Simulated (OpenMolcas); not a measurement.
# Ru4+: CASPT2 settings compared

| Item | Value |
| --- | --- |
| Program | OpenMolcas |
| Basis | ANO-RCC-VDZ [6s5p3d] |
| Scalar Hamiltonian | X2C, point nucleus |
| Active space | 4 electrons in 5 orbitals (4d) |
| State averaging | 2S+1 = 5 even, 5 roots; 2S+1 = 3 even, 45 roots (30 in the spin-orbit step); 2S+1 = 1 even, 50 roots (22 in the spin-orbit step) |
| Spin-orbit coupling | RASSI with atomic mean-field integrals over the reference wave functions, term energies averaged over their components |

Methods on the same reference wave functions:
A. CASSCF
B. SS-CASPT2, IPEA 0.2 Eh, imaginary shift 0.3 Eh (closed shells correlated: none)
C. SS-CASPT2, IPEA 0.2 Eh, imaginary shift 0.2 Eh (closed shells correlated: 4s 4p)
D. XMS-CASPT2, IPEA 0.75 Eh, real shift 0.2 Eh (closed shells correlated: none)

Energies in eV above 4d⁴ ⁵D₀.

| Level | A | B | C | D |
| --- | --- | --- | --- | --- |
| 4d⁴ ⁵D₀ | 0.0000 | 0.0000 | 0.0000 | 0.0000 |
| 4d⁴ ⁵D₁ | 0.0599 | 0.0607 | 0.0645 | 0.0605 |
| 4d⁴ ⁵D₂ | 0.1662 | 0.1679 | 0.1761 | 0.1675 |
| 4d⁴ ⁵D₃ | 0.2999 | 0.302 | 0.312 | 0.301 |
| 4d⁴ ⁵D₄ | 0.4433 | 0.445 | 0.452 | 0.444 |
| 4d⁴ ³H₄ [60 %] | 2.5131 | 2.479 | 2.558 | 2.483 |
| 4d⁴ ³P₀ | 2.5804 | 2.482 | 2.125 | 2.503 |
| 4d⁴ ³H₅ | 2.6450 | 2.613 | 2.747 | 2.617 |
| 4d⁴ ³H₆ | 2.7624 | 2.731 | 2.886 | 2.735 |
| 4d⁴ ³P₁ | 2.8106 | 2.711 | 2.350 | 2.732 |
| 4d⁴ ³F₃ [64 %] | 2.9268 | 2.867 | 2.703 | 2.879 |
| 4d⁴ ³F₂ | 3.0086 | 2.942 | 2.738 | 2.954 |
| 4d⁴ ³F₄ [63 %] | 3.0087 | 2.949 | 2.824 | 2.960 |

Among B to D the level of the table that moves most is 4d⁴ ³P₁, by 3100 cm-1 (lowest in C, highest in D). Moves below CASPT2's spread within the term are not significant.

From A to B the spin-free energies of the other terms of 4d⁴ shown, above ⁵D, scale by factors of 0.96 to 0.99.

The lowest spin-free term lies below A's lowest term by 0.004 hartree in B, 0.078 hartree in C, 0.004 hartree in D.

CASPT2 does not keep the components of a term degenerate, so their means are used; among the terms shown or strongly mixed into the levels shown the widest spread is 95 cm-1 (4d⁴ ³F, D). Some high roots are left out of the spin-orbit mixing, which shifts the levels that they would mix with. The basis is small and was not contracted for so high a charge. Without dynamic correlation excited terms often stand tens of per cent too high (terms of higher spin than the ground term too low), and those without a measured partner can miss by more than the paired ones (holds for A). Levels of configurations outside the active space are missing. The table leaves out levels that lie high or whose names do not pair safely across all columns.

A share in square brackets marks a mixed level and gives the weight of the term that names it, the lowest over the columns.
